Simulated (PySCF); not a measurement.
A calculated (r2SCANh, PySCF 2.14, aug-cc-pVQZ-DK3, the spin-free X2C one-electron Hamiltonian (Gaussian nucleus)) atom or ion has these occupied shells.

| shell | electrons | orbital energy (eV) | rms radius, mean of both spins (bohr) |
| --- | --- | --- | --- |
| 1s α | 1 | -87890.0 | 0.0181 |
| 1s β | 1 | -87889.9 | 0.0181 |
| 2s β | 1 | -15767.5 | 0.0730 |
| 2s α | 1 | -15767.5 | 0.0730 |
| 2p α | 3 | -13597.9 | 0.0673 |
| 2p β | 3 | -13597.9 | 0.0673 |
| 3s α | 1 | -3809.5 | 0.186 |
| 3s β | 1 | -3809.5 | 0.186 |
| 3p α | 3 | -3180.2 | 0.189 |
| 3p β | 3 | -3180.2 | 0.189 |
| 3d α | 5 | -2504.2 | 0.173 |
| 3d β | 5 | -2504.2 | 0.173 |
| 4s α | 1 | -878.57 | 0.408 |
| 4s β | 1 | -878.56 | 0.408 |
| 4p α | 3 | -669.85 | 0.436 |
| 4p β | 3 | -669.84 | 0.436 |
| 4d α | 5 | -418.04 | 0.463 |
| 4d β | 5 | -418.02 | 0.463 |
| 5s α | 1 | -156.15 | 0.910 |
| 5s β | 1 | -156.11 | 0.910 |
| 4f α | 7 | -144.22 | 0.495 |
| 4f β | 7 | -144.20 | 0.495 |
| 5p α | 3 | -97.839 | 1.04 |
| 5p β | 3 | -97.811 | 1.04 |
| 5d α | 5 | -30.347 | 1.40 |
| 5d β | 5 | -30.252 | 1.40 |
| 6s α | 1 | -20.204 | 2.39 |
| 6s β | 1 | -19.355 | 2.39 |
| 6p α | 1 | -10.894 | 3.18 |

(1) Name the element and its charge.

Results:

(1) Pb⁺ (lead, charge +1), in [Xe] 4f14 5d10 6s2 6p1, 2P determinant.
